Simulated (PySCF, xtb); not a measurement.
ZrFH₃, SMILES [F][ZrH3], multiplicity 1.

Harmonic wavenumbers (cm⁻¹) from xtb 6.7.1 with GFN2-xTB at its own minimum, in rising order: 412, 412, 445, 555, 611, 611, 1209, 1209, 1280.

Task: What does PBE-D3(BJ)/def2-TZVP (PySCF 2.14.0) give at its own minimum? (The exact figures need the calculation; the answer reports its results.)

Result: 397, 397, 510, 617, 617, 697, 1649, 1649, 1689. Paired by order, the mean absolute difference is 171 cm⁻¹ and the zero-point energies are 9.6 and 11.8 kcal/mol.
